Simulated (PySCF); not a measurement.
**Removal energies of Ti¹²⁺ from EOM-IP-GCCSD**

Reference: closed-shell Ti¹²⁺, [Ne]; one electron is removed. Calculated with PySCF 2.14, two-component X2C-1e with screened spin-orbit coupling, an even-tempered Gaussian basis (18 s from 0.43 bohr⁻², ratio 2.6; 12 p from 0.55 bohr⁻², ratio 2.6; 6 d from 0.57 bohr⁻², ratio 2.8; 3 f from 22 bohr⁻², ratio 2.8); frozen 1s2; the 44 highest virtual spinors dropped; of the others 44 kept and the rest restored at second order. No Breit or QED terms. Binding energies in eV.

```csv
level,Koopmans,second order,EOM-CCSD
2s1/2,892.51,889.21,889.34
2p1/2,795.48,793.33,793.55
2p3/2,789.31,787.24,787.45
```

For comparison, the ionisation energy of Ti¹²⁺ is 787.67 eV (measured; NIST Atomic Spectra Database, ionization energies).

The screened spin-orbit operator tends to give fine-structure splittings of light species too large.
